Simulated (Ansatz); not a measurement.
Molecule: C$_{2}$H$_{7}$O$_{2}$Si (charge -1, singlet). It need not be the lowest isomer of its formula. Whether it binds its extra electron was not tested at this geometry. 
Coordinates optimised at B3LYP-D3(BJ)/def2-TZVP (Ansatz, a quantum-chemistry and plane-wave program):
```
Si
O 1 1.5539
O 1 1.7129 2 114.22
H 3 0.9613 1 111.69 2 -180.00
C 1 1.9191 2 115.57 3 -119.33
H 5 1.0942 1 109.73 2 58.19
H 5 1.0947 6 107.60 1 120.45
H 5 1.0976 6 107.88 7 115.85
C 1 1.9191 2 115.57 3 119.33
H 9 1.0942 1 109.73 2 -58.19
H 9 1.0947 10 107.60 1 -120.45
H 9 1.0976 10 107.88 11 -115.85
```
Charge -1, spin multiplicity 1.

Total electronic energies in hartree. Correlated levels leave the core frozen unless marked. No spin-orbit coupling. No relativistic terms. CBS marks a two-point X^-3 extrapolation of the correlation energy; Hartree-Fock from the larger set. The bracket is a focal-point correction in the basis named.

```
level                                                                             program  energy (Eh)
-------------------------------------------------------------------------  --------------  -----------
RI-HF/aug-cc-pV(T+d)Z                                                              Ansatz   -518.70124
B97M-V/def2-TZVPD                                                                  Ansatz   -520.50727
PBE0-D3(BJ)/def2-TZVP                                                      Ansatz + dftd3   -520.24172
PBE0-D4/def2-TZVPD                                                         Ansatz + dftd4   -520.24839
r2SCANh-D4/def2-TZVPD                                                      Ansatz + dftd4   -520.46538
r2SCAN0-D4/def2-TZVPD                                                      Ansatz + dftd4   -520.44448
HSE06/def2-TZVPD                                                                   Ansatz   -520.22122
wB97X-V/def2-TZVPD                                                                 Ansatz   -520.50499
B2PLYP-D3(BJ)/def2-TZVPD                                                   Ansatz + dftd3   -520.33913
B2PLYP/def2-TZVPD                                                                  Ansatz   -520.33178
MP2/cc-pVTZ                                                                        Ansatz   -519.66422
SCS-MP2/6-31G*                                                                     Ansatz   -519.24698
SCS-MP2/cc-pV(D+d)Z                                                                Ansatz   -519.34615
CCSD(T)/6-31G*                                                                     Ansatz   -519.31961
RI-MP2/CBS(aug-cc-pV(T+d)Z,aug-cc-pV(Q+d)Z)+[CCSD(T)-MP2]/aug-cc-pV(D+d)Z          Ansatz    -519.8984
```

Totals of different functionals don't rank their quality; only differences between species are comparable.
